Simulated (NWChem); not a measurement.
## Total energies of CH2N

```
C
N 1 1.2423
H 1 1.1088 2 121.69
H 1 1.1088 3 116.62 2 180.00
```
Charge 0, spin multiplicity 2.

The numbers come from NWChem runs, not from measurements. Structure: optimised with UPBE0/def2-SVP, a minimum by its harmonic frequencies.

Basis set: cc-pVTZ (88 functions).

| method | total energy (Ha) | relative cost |
|---|---|---|
| UHF | -93.46542 | 1 |
| UMP2 | -93.77456 | under 3 |
| UB2PLYP | -93.93666 | under 3 |
| UPBE | -93.89644 | 0.3 |
| UB3LYP | -94.01945 | under 3 |
| UBP86 | -94.01478 | under 3 |

Total energies of different functionals aren't comparable as a measure of quality: only differences taken within one method are. Costs are rough ratios of processor time within this set of runs, SCF included, with UHF as 1.

The correlated methods keep 2 core orbitals frozen. B3LYP has NWChem's definition, with VWN1-RPA local correlation. The structure started from a generated list of species. The unpaired electrons of the parent sit in orbitals of symmetry b1 (C2v labels of the run); other states weren't searched. The stability of the SCF solutions was not checked. Open-shell Hartree-Fock references start from PBE0 orbitals; any time given for them includes that run.
